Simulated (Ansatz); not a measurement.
The first iterations of a band of H3P + H8N4Zr (17 atoms, charge 0, multiplicity 1).

Method: Ansatz, RHF/def2-SVP.

```yaml
movable_images: 7
climbing_image: yes
spring: 5.0 eV/Å²
optimiser: quadratic models (default)
start_path: through a guess of the saddle point
force_threshold: 0.03 eV/Å
iteration_limit: 60
end_points: relaxed
```

Initial state:

```xyz
17
Properties=species:S:1:pos:R:3
Zr 0.557 -0.148 0.092
N 1.241 -0.181 2.040
H 0.657 -0.102 2.855
H 2.196 -0.237 2.350
N 2.130 0.175 -1.206
H 2.758 -0.538 -1.536
H 2.376 1.037 -1.662
N -0.826 1.378 -0.072
H -1.675 1.389 -0.611
H -0.754 2.265 0.399
N -0.303 -1.966 -0.387
H -0.529 -2.719 0.240
H -0.531 -2.264 -1.321
P -4.412 0.486 0.904
H -3.797 -0.785 0.881
H -5.632 0.037 1.461
H -3.844 0.892 2.131
```

Final state:

```xyz
17
Properties=species:S:1:pos:R:3
Zr -0.607 -0.165 -0.069
N -0.231 1.004 2.154
H -0.038 0.384 2.924
H 0.529 1.663 2.096
N 1.302 -0.833 0.383
H 1.800 -1.468 -0.216
H 1.881 -0.643 1.182
N -0.717 1.730 -0.883
H -1.571 2.121 -1.246
H 0.026 2.376 -1.080
N -1.073 -1.340 -1.692
H -1.275 -2.325 -1.685
H -1.197 -1.004 -2.631
P -2.823 -0.872 1.381
H -3.077 -2.180 0.916
H -2.260 -1.253 2.626
H -1.056 1.528 2.397
```

| iteration | highest image above the first end (eV) | largest band force component (eV/Å) |
| --- | --- | --- |
| 1 | 8.216 | 13.098 |
| 2 | 4.361 | 4.750 |
| 3 | 2.890 | 2.368 |
| 4 | 2.185 | 5.482 |
| 5 | 1.982 | 0.837 |
| 6 | 1.710 | 2.391 |
| 7 | 1.509 | 1.466 |
| 8 | 1.126 | 1.706 |
| 9 | 0.770 | 0.917 |
| 10 | 0.575 | 0.572 |
| 11 | 0.650 | 0.393 |
| 12 | 0.734 | 0.598 |
| 13 | 0.821 | 0.776 |
| 14 | 1.012 | 0.948 |
| 15 | 1.280 | 1.521 |

Problem. Does the band converge within its limit, and where does its top end?

Solution. It converged. It ended after 47 iterations with the highest image 1.438 eV above the first end. Neighbouring images differ by up to 1.4 eV, so the band resolves the path poorly. A vibrational analysis at the climbing image gives one clearly imaginary mode, 1687i cm⁻¹: a first-order saddle point. The orbitals stay closed-shell, which can raise the energy where a bond breaks towards radicals; this wasn't checked here.

The run took 9.6 min on 4 threads of Arm Neoverse V2 (shared host), peak memory 0.5 GiB.
